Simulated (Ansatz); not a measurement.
`Cl[B]1[NH][GaH]1` → B• + Cl• + Ga• + 2 H• + N•  (atomization)

Calculated with Ansatz (gas phase, PBE0-D4/def2-TZVP geometries, no zero-point term in ΔE). CCSD(T)/CBS adds triple-zeta CCSD(T) − MP2 to the extrapolated MP2 energy (def2 sets, frozen cores). This one scheme is used for every species, atoms too. Functionals use def2-TZVPP. No spin–orbit coupling; open shells (•) take unrestricted orbitals. Spin–orbit coupling would lower the free atoms: a little for B, Cl; clearly for Ga. Bonds to Ga are less sure, by a few kJ/mol each and by 10 to 20 or more in all where they break to atoms, as the def2 sets lack core-valence functions. Scalar relativity is left out up to krypton.

| level | ΔE (eV) |
| --- | --- |
| revPBE-D4 | 19.82 |
| MP2/def2-TZVPP | 19.85 |
| MP2/def2-QZVPP | 20.18 |
| HF/CBS(def2) | 13.24 |

Task: What does CCSD(T)/CBS give? (Best estimate.)

Result: Ansatz gave: +19.67 eV. The listed levels differ from it by 0.15, 0.18, 0.51, -6.43 eV.

Largest T1 diagnostic among the species: 0.014.

In def2-TZVPP, CCSD(T) changes the Hartree–Fock value by +5.90 eV (the triples alone add +0.52 eV) and MP2 by +6.63 eV; breaking electron pairs costs correlation energy, which Hartree–Fock lacks. Leaving LDA and LC-ωPBE aside and taking each functional with its dispersion term where it has one, the values, not all of them listed here, spread over 1.66 eV, from BHLYP-D4 to PBE-D4. LDA lies +2.98 eV from PBE without D4, its usual overbinding.

For atomizations the MP2-based limit and the directly extrapolated one differ by several kJ/mol either way, and by 10 to 25 for some Ge, Se and Sn compounds, so smaller differences from it don't rank the levels.
